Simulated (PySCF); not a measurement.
C5H10Si.

```xyz
16

C      3.2779    -0.7141    -0.6260
C      2.0005    -0.1688    -0.1853
C      0.9318     0.2935     0.1895
Si    -0.6971     0.9508     0.7153
C     -2.0702     0.2341    -0.3695
C     -2.1500    -1.2988    -0.3520
H      3.7871    -0.0191    -1.3132
H      3.9458    -0.8943     0.2319
H      3.1373    -1.6714    -1.1537
H     -0.6833     2.4374     0.6143
H     -0.9256     0.5818     2.1417
H     -1.9082     0.5982    -1.3998
H     -3.0267     0.6763    -0.0359
H     -2.3475    -1.6792     0.6636
H     -2.9553    -1.6680    -1.0078
H     -1.2044    -1.7486    -0.6947
```
Charge 0, spin multiplicity 1.

Coordinates come from a TPSSh-D3(BJ)/def2-SVP optimisation. Other conformers were not sampled.

Method: B3LYP/pcSseg-1 run with PySCF. Non-relativistic, no solvent.

Give the absolute GIAO shielding of each atom: isotropic value and principal components (ppm). (Estimate from the structure and the level; the computed values follow.)


```json
[
 {"atom": "C1", "σ(iso)": "173.0", "σ11": "164.0", "σ22": "164.1", "σ33": "190.8", "span": "26.8"},
 {"atom": "C2", "σ(iso)": "66.4", "σ11": "-32.9", "σ22": "-29.6", "σ33": "261.7", "span": "294.6"},
 {"atom": "C3", "σ(iso)": "98.9", "σ11": "10.7", "σ22": "17.5", "σ33": "268.5", "span": "257.9"},
 {"atom": "Si4", "σ(iso)": "401.9", "σ11": "372.7", "σ22": "384.9", "σ33": "448.0", "span": "75.3"},
 {"atom": "C5", "σ(iso)": "170.6", "σ11": "164.4", "σ22": "172.6", "σ33": "174.8", "span": "10.4"},
 {"atom": "C6", "σ(iso)": "167.7", "σ11": "159.8", "σ22": "163.5", "σ33": "179.9", "span": "20.1"},
 {"atom": "H7", "σ(iso)": "29.4", "σ11": "24.7", "σ22": "27.7", "σ33": "35.9", "span": "11.2"},
 {"atom": "H8", "σ(iso)": "29.4", "σ11": "24.6", "σ22": "27.6", "σ33": "35.8", "span": "11.2"},
 {"atom": "H9", "σ(iso)": "29.4", "σ11": "24.5", "σ22": "28.1", "σ33": "35.5", "span": "11.0"},
 {"atom": "H10", "σ(iso)": "27.2", "σ11": "23.6", "σ22": "25.7", "σ33": "32.4", "span": "8.9"},
 {"atom": "H11", "σ(iso)": "27.3", "σ11": "24.0", "σ22": "25.8", "σ33": "32.2", "span": "8.2"},
 {"atom": "H12", "σ(iso)": "30.6", "σ11": "26.9", "σ22": "28.6", "σ33": "36.4", "span": "9.5"},
 {"atom": "H13", "σ(iso)": "30.8", "σ11": "26.2", "σ22": "28.9", "σ33": "37.4", "span": "11.2"},
 {"atom": "H14", "σ(iso)": "30.5", "σ11": "26.7", "σ22": "28.3", "σ33": "36.5", "span": "9.8"},
 {"atom": "H15", "σ(iso)": "30.0", "σ11": "25.2", "σ22": "27.6", "σ33": "37.2", "span": "12.0"},
 {"atom": "H16", "σ(iso)": "30.1", "σ11": "25.2", "σ22": "29.8", "σ33": "35.1", "span": "9.9"}
]
```
